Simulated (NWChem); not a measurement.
Species: SbCl$_{5}$; SMILES [Cl][Sb]([Cl])([Cl])([Cl])[Cl]

All runs: NWChem. Geometry: optimised at PBE0/def2-SVP. No frequency run checked for a minimum. def2 effective core potentials on Sb; no spin-orbit coupling. Level B3LYP/def2-SVP: energy and gradient; each run changes one setting, and changes count from the defaults (medium grid, exact Coulomb integrals, symmetry on).

| setting | size of the energy change (μHa) | largest change of a gradient component (μHa/bohr) | time, defaults = 1 (rough) |
|---|---|---|---|
| defaults | < 10 | < 30 | about 1 |
| coarse grid | < 10 | < 30 | about 1 |
| extra-fine grid | < 10 | < 30 | about 1 |
| symmetry off | < 10 | other frame | 2 |
